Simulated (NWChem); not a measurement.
Species: BH2F; SMILES BF

```xyz
4

B      0.0000     0.0000     0.6614
H      0.0000    -1.0578     1.2202
H      0.0000     1.0578     1.2202
F      0.0000     0.0000    -0.6624
```
Atoms are numbered in this order, from 1.

Geometry: optimised at B3LYP/6-31G* (spherical d).

 Unshifted, non-relativistic core excitations; the lowest 4 roots alone, so stronger bands may lie above.

List the first F K-edge excitations from BHandHLYP/def2-TZVP, restricted-window TDA (NWChem).


```csv
state,energy (eV),dipole oscillator strength,leading excitation (squared amplitude)
S1,683.6,0.0194,1s of atom 4 or its equivalents → LUMO (0.95)
S2,687.1,0.0024,1s of atom 4 or its equivalents → LUMO+1 (0.89)
S3,689.0,0.0057,1s of atom 4 or its equivalents → LUMO+2 (0.83)
S4,689.2,0.0041,1s of atom 4 or its equivalents → LUMO+3 (0.97)
```
